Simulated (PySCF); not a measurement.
## Magnetic susceptibility: `C=C[C@@H]1C[P@@+]1([AlH3-])P`, C4H11AlP2

Geometry:
| atom | x (Å) | y (Å) | z (Å) |
| --- | --- | --- | --- |
| C1 | -2.966 | 0.442 | 1.368 |
| C2 | -1.863 | -0.154 | 0.942 |
| C3 | -1.016 | 0.370 | -0.132 |
| C4 | -0.131 | -0.553 | -0.901 |
| P5 | 0.813 | 0.505 | 0.281 |
| Al6 | 2.193 | -1.552 | 0.657 |
| P7 | 1.479 | 2.029 | -1.102 |
| H8 | -3.314 | 1.366 | 0.936 |
| H9 | -3.563 | 0.029 | 2.161 |
| H10 | -1.520 | -1.078 | 1.392 |
| H11 | -1.417 | 1.228 | -0.666 |
| H12 | -0.007 | -0.368 | -1.962 |
| H13 | -0.173 | -1.609 | -0.640 |
| H14 | 3.343 | -0.773 | 1.387 |
| H15 | 2.470 | -1.997 | -0.826 |
| H16 | 1.088 | -2.325 | 1.458 |
| H17 | 1.799 | 2.933 | -0.088 |
| H18 | 2.776 | 1.513 | -1.131 |

Method: GIAO BHandHLYP/pcSseg-1 magnetisability, rotational g tensor and spin-rotation constants, non-relativistic, gas phase in PySCF 2.14.0. Geometry: GFN2-xTB.

**Question.** What are the magnetisability and the molar susceptibility?

**Answer.** Isotropic -1675 × 10⁻³⁰ J/T², or -100.9 × 10⁻⁶ cm³/mol; principal values -1816, -1641, -1568 × 10⁻³⁰ J/T², anisotropy 220 × 10⁻³⁰ J/T² (root of half the summed squared differences of the principal values). The susceptibility is in cgs units.

**Question.** Split it along the inertial axes a, b, c into diamagnetic and paramagnetic parts about the centre of mass, with the quadrupole moment.

**Answer.** 
| axis | χ (10⁻⁶ cm³/mol) | diamagnetic (10⁻⁶ cm³/mol) | paramagnetic (10⁻⁶ cm³/mol) | summed x² of all electrons (Å²) | quadrupole Θ (D Å) |
| --- | --- | --- | --- | --- | --- |
| a | -100.8 | -875.4 | 774.6 | 259.8 | +2.93 |
| b | -103.7 | -1288.4 | 1184.7 | 162.4 | -1.89 |
| c | -98.1 | -1791.1 | 1693.0 | 43.9 | -1.05 |

Anisotropies 2χaa − χbb − χcc = +0.2 and 2χbb − χaa − χcc = -8.4 × 10⁻⁶ cm³/mol. Θ is traceless in Buckingham's convention.

**Question.** And the rotational g tensor?

**Answer.** 
```
axis  rotational constant (GHz)        g  nuclear part  electronic part
   a                     1.5946  -0.0198        0.5604          -0.5803
   b                     1.0551  -0.0103        0.5770          -0.5872
   c                     0.7150  -0.0090        0.5597          -0.5687
```
Asymmetric top; isotopes 27Al, 12C, 1H, 31P; no vibrational averaging.
